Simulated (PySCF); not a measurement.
Ligand exchange on a metal centre used in film growth or etching (W F-OH). Gas-phase values, no solvent. One relaxed conformer stands for each flexible species; it need not be the lowest. In the def2 sets, heavy atoms carry core potentials. All members: neutral, multiplicity 1. Level: B3LYP-D3(BJ)/def2-TZVP // TPSS-D3(BJ)/def2-SVP (PySCF), beside PBE-D3(BJ)/def2-TZVP // TPSS-D3(BJ)/def2-SVP (PySCF) at the same geometries. B3LYP has the VWN-RPA correlation part, as in Gaussian.  Orbital energies are measured against the vacuum level.

```
species       HOMO, PBE (eV)  HOMO, B3LYP-D3(BJ) (eV)
------------  --------------  -----------------------
[W(F)6]               -10.65                   -12.48
[W(F)5(OH)]            -9.51                   -11.17
[W(F)4(OH)2]           -8.78                   -10.37
[W(F)3(OH)3]           -8.01                    -9.55
[W(F)(OH)5]            -7.33                 withheld
[W(OH)6]               -7.08                    -8.52
```

Fit y = a + b·x, y being the HOMO at the first level, to the 5 complete rows by least squares, with x = the PBE value in eV. Give a, b and the rms residual, and predict the withheld value.

Means of the 5 rows: x̄ = -8.806, ȳ = -10.418 eV. Σ(x − x̄)² = 7.5093 and Σ(x − x̄)(y − ȳ) = 8.2999, so b = 1.105 and a = ȳ − b·x̄ = -0.687 eV. The rms residual is 0.019 eV. At x = -7.33 the line gives -8.79 eV. The run for [W(F)(OH)5] gave -8.76 eV, so the line is off by 0.03 eV, within twice the rms residual.

Codes: PySCF.
